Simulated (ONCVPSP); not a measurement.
## tantalum (Ta): variants of one ONCV potential

Base potential:

```
Element                 : Ta (Z = 73)
Generator               : ONCVPSP 4.0.1
Type                    : optimised norm-conserving Vanderbilt (ONCV)
Functional              : revPBE
Relativity              : scalar-relativistic
Frozen core             : [Kr] 4d10 4f14
Valence charge          : 13
Reference configuration : 5s2 5p6 5d3 6s1 (charge +1)
Partial waves           : 5s+6s: rc 1.65 bohr, ncon 3, nbas 6, qcut 7.9 1/bohr, 2 projectors; 5p: rc 2.05 bohr, ncon 3, nbas 7, qcut 7.9 1/bohr, 2 projectors, debl 2.5 Ha; 5d: rc 2.35 bohr, ncon 4, nbas 9, qcut 6.5 1/bohr, 3 projectors, debl 2.7 Ha
Local potential         : polynomial inside 1.45 bohr (lpopt 5, dvloc0 3 Ha)
Core correction         : none
```

Cutoffs, loose and tight: the cutoffs (Ha) at which the residual kinetic energy of the hardest occupied pseudo-wave falls to 1 and 0.1 mHa per electron. They do not see the model core or the augmentation charge, which bear on the density cutoff. Test errors are all-electron minus pseudo excitation energies from the reference, over the configurations 5s2 5p6 5d3 6s2; 5s2 5p6 5d3 6s0; 5s2 5p6 5d2 6s0; 5s2 5p6 5d2 6s2 6p1. A dash means not determined; rows that change the core or the reference have their own tests.

```
                   change    outcome  cutoff, loose  cutoff, tight  bound ghosts  GHOST(+) flags above zero  largest test error (meV)
                     base  generated          22 Ha          26 Ha          none                       none                      +9.8
              p: qcut 9.3  generated          22 Ha          26 Ha          none                       none                      +8.1
reference 5s2 5p6 5d3 6s2  generated          22 Ha          26 Ha          none                       none                      +7.3
```

(1) What comes out with this change to the base: core [Kr] 4d10, valence charge 27; reference 4f14 5s2 5p6 5d3 6s2; waves now 5s+6s: rc 1.80 bohr, ncon 3, nbas 5, qcut 5.8 1/bohr, 2 projectors; 5p: rc 1.25 bohr, ncon 4, nbas 8, qcut 6.5 1/bohr, 2 projectors, debl 1.3 Ha; 5d: rc 2.90 bohr, ncon 4, nbas 9, qcut 5.1 1/bohr, 3 projectors, debl 0.4 Ha; 4f: rc 0.95 bohr, ncon 4, nbas 9, qcut 15.8 1/bohr, 1 projector; local potential polynomial inside 0.60 bohr (lpopt 5, dvloc0 3 Ha)?

## Answers

(1) outcome: failed: test_data: must have ncon+3 <= nbas <= ncon+5, l= 0. Cause: the input breaks a rule of the program on the basis size: nbas must lie between ncon + 3 and ncon + 5.
